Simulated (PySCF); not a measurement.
## Energy of Sc²⁺ (scandium, charge +2) between two integer charges

The 3d alpha orbital of [Ar] 3d1 is emptied in steps (occupation f), with all orbitals relaxed, ending at [Ar]. All numbers are calculated (PySCF 2.14, no relativity, point nucleus, in def2-TZVP (6s4p4d1f, 45 functions)). The exact energy is a straight line in f; departures are measured from the line between the end points of the same method.

```json
{"f": "1", "UHF (eV)": "0.000", "LDA (eV)": "0.000", "PBE (eV)": "0.000"}
{"f": "0.8", "UHF (eV)": "0.125", "LDA (eV)": "-1.109", "PBE (eV)": "-1.087"}
{"f": "0.6", "UHF (eV)": "0.183", "LDA (eV)": "-1.684", "PBE (eV)": "-1.648"}
{"f": "0.4", "UHF (eV)": "0.180", "LDA (eV)": "-1.703", "PBE (eV)": "-1.665"}
{"f": "0.2", "UHF (eV)": "0.118", "LDA (eV)": "-1.147", "PBE (eV)": "-1.120"}
{"f": "0", "UHF (eV)": "0.000", "LDA (eV)": "0.000", "PBE (eV)": "0.000"}
```

```json
{"method": "UHF", "E(f=0) − E(f=1) (eV)": "23.926", "−ε at f=1 (eV)": "24.722", "−ε at f=0.4 (eV)": "23.758"}
{"method": "LDA", "E(f=0) − E(f=1) (eV)": "25.469", "−ε at f=1 (eV)": "18.626", "−ε at f=0.4 (eV)": "26.797"}
{"method": "PBE", "E(f=0) − E(f=1) (eV)": "25.421", "−ε at f=1 (eV)": "18.707", "−ε at f=0.4 (eV)": "26.731"}
```

Orbital energy along the path (eV):

| f | UHF | LDA | PBE |
| --- | --- | --- | --- |
| 1 | -24.722 | -18.626 | -18.707 |
| 0.8 | -24.381 | -21.240 | -21.283 |
| 0.6 | -24.060 | -23.969 | -23.962 |
| 0.4 | -23.758 | -26.797 | -26.731 |
| 0.2 | -23.474 | -29.714 | -29.574 |
| 0 | -23.205 | -32.705 | -32.471 |

Reference removal energy between the ground levels: 24.757 eV (measured; NIST Atomic Spectra Database, ionization energies). The calculation has no spin-orbit coupling. UHF lacks correlation.
